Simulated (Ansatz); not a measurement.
Input and output for CH4AlFS.

```yaml
crystal:
  periodic: [false, false, false]
  atoms:
    - {symbol: F, position_ang: [2.638846, 0.554263, 0.552016]}
    - {symbol: C, position_ang: [-0.105322, -0.304496, -0.496633]}
    - {symbol: Al, position_ang: [1.013253, 0.582806, 0.837951]}
    - {symbol: S, position_ang: [-1.835881, -0.182665, -0.003233]}
    - {symbol: H, position_ang: [0.208758, -1.349159, -0.581027]}
    - {symbol: H, position_ang: [0.507157, 1.309669, 2.138103]}
    - {symbol: H, position_ang: [0.062305, 0.170220, -1.468119]}
    - {symbol: H, position_ang: [-2.396916, -0.837640, -1.034860]}
basis:
  gaussian: {orbitals: def2-mTZVP}
magnetization: {spin_polarized: true, initial_magnetization: 0}
hamiltonian: {xc: {name: PBEsol}, dispersion: d3bj}
```

```sh
$ ansatz run in.yaml --threads 2 --pin off --events-out ev --progress --plain --max-ram 4352MiB
```

It prints (some lines left out):

```
Functional definition: PBEsol
960 factors; their error is unknown
mean field evaluation 1: about -21188.8720 eV, gradient 4.9e1 eV
mean field evaluation 2: about -21162.5152 eV, gradient 9.0e1 eV
mean field evaluation 4: about -21198.5015 eV, gradient 9.1e0 eV
mean field evaluation 8: about -21198.8312 eV, gradient 1.1e-1 eV
mean field evaluation 16: about -21198.7916 eV, gradient 1.1e-4 eV
mean field -21198.79164512 eV, -779.0412239010 hartree, gradient 3.2e-5 eV, S^2 0.000000; 0 other end points of the search recorded, 0 dependent functions left out
reference -21198.79168774 eV, -779.0412254674 hartree; 24, 24 occupied and 70, 70 virtual orbitals, 960 factors
Total energy: -21198.85515498 eV, -779.0435578454 hartree
```

It took 2.2 s on 2 threads of an Arm Neoverse V1 on a shared host, with 0.38 GiB of host memory at the peak.
